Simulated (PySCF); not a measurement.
CH4BFS, SMILES CSBF. The structure is a stationary point at TPSSh-D3(BJ)/def2-SVP. Other conformers were not sampled.

Computed equilibrium geometry at TPSSh-D3(BJ)/def2-SVP (PySCF confirms it by a frequency run) as bond lengths and angles, and its point group (one conformer of several):
point group Cs.
Atoms: B1 F2 H3 S4 C5 H6 H7 H8. Bonded distances (Å): B1–F2 1.331, B1–H3 1.205, B1–S4 1.793, S4–C5 1.832, C5–H6 1.098, C5–H7 1.098, C5–H8 1.098. Bond angles (°): F2–B1–H3 119.5, F2–B1–S4 118.2, H3–B1–S4 122.2, B1–S4–C5 101.8, S4–C5–H6 108.8, S4–C5–H7 108.8, S4–C5–H8 110.2, H6–C5–H7 109.5, H6–C5–H8 109.8, H7–C5–H8 109.8.
Charge 0, spin multiplicity 1.
